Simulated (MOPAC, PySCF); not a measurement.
[Nb(Cl)5], neutral singlet in the gas phase. 

Cartesian coordinates (Å):
```xyz
6

Nb     0.0041    -0.0054     0.0008
Cl    -1.6536     0.9615    -1.3336
Cl     0.3758    -1.5910    -1.6093
Cl     1.1810     1.9588    -0.0360
Cl     1.6610    -0.9722     1.3363
Cl    -1.5429    -0.3851     1.6464
```
Charge 0, multiplicity 1.

All levels are single points at this geometry (BP86-D3(BJ)/def2-SVP); Pople sets use spherical d functions. Orbital energies aren't observables, and empty levels follow the basis.

```csv
level,HOMO (eV),LUMO (eV),gap (eV),dipole (D),"vertical IE, Delta-SCF (eV)"
B3LYP-D3(BJ)/def2-TZVP in PySCF,-8.92,-4.62,4.31,0.00,–
PBE-D3(BJ)/def2-TZVP in PySCF,-7.85,-5.02,2.82,0.00,–
TPSSh-D3(BJ)/def2-TZVP in PySCF,-8.51,-4.81,3.69,0.00,–
B3LYP/6-311+G** (LANL2DZ on Nb) in PySCF,-9.11,-5.13,3.98,0.00,–
B3LYP/6-31G* (LANL2DZ on Nb) in PySCF,-9.10,-5.12,3.98,0.00,11.39
B3LYP/LANL2DZ in PySCF,-9.44,-5.49,3.94,0.00,–
BP86/6-31G* (LANL2DZ on Nb) in PySCF,-8.12,-5.55,2.57,0.00,–
M06-2X/6-31G* (LANL2DZ on Nb) in PySCF,-10.73,-4.40,6.33,0.00,–
PBE/6-31G* (LANL2DZ on Nb) in PySCF,-8.03,-5.45,2.58,0.00,–
SVWN5/6-31G* (LANL2DZ on Nb) in PySCF,-8.14,-5.56,2.58,0.00,–
HF/6-31G* (LANL2DZ on Nb) in PySCF,-12.72,-2.40,10.32,0.00,–
PM6 in MOPAC,-10.74,-1.95,8.79,0.01,–
PM7 in MOPAC,-10.90,-1.62,9.29,0.01,–
```
